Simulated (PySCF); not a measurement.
# HRu(OH) + H₂O → RuH₄ + O₂

Level: PBE0 in the def2-TZVP basis family, computed in PySCF with density fitting; scalar-relativistic core potentials for atoms from Rb on, none lighter, no spin–orbit coupling; open shells unrestricted.

```
species                                                                 state and structure  ZPE (kJ/mol)  H(298 K) − H(0) (kJ/mol)  S° (J/(mol K))
HRu(OH)  triplet, Cs, O–H 0.963 Å, Ru–H 1.565 Å, Ru–O 1.848 Å; H–O–Ru 114.7°, H–Ru–O 100.2°          49.2                      12.4           277.3
    H₂O                                        singlet, C2v, O–H 0.960 Å (×2); H–O–H 105.1°          56.5                       9.9           188.7
   RuH₄              singlet, C4v, Ru–H 1.530 Å (×4); H–Ru–H 67.4° (×4), H–Ru–H 103.3° (×2)          77.5                      11.3           233.0
     O₂                                                           triplet, D∞h, O–O 1.193 Å          10.3                       8.7           204.9
```

Problem. Is the gas-phase reaction uphill or downhill in electronic energy at this level, and by how much?

Solution. At PBE0/def2-TZVP, ΔE = 357.1 kJ/mol, uphill. 

Problem. Add zero-point, thermal and entropy terms for 298.15 K and 1 bar.

Solution. ΔZPE = -17.9 and Δ[H(298) − H(0)] = -2.3 kJ/mol give ΔH° = 336.9 kJ/mol. ΔS° = -28.1 J/(mol K), so ΔG° = 336.9 − 298.15 × (-0.0281) = 345 kJ/mol.

Open d or f shells are single determinants, so the state found may not be the ground state. Each species is the lowest minimum found with this bonding; other isomers or fragments can lie lower.
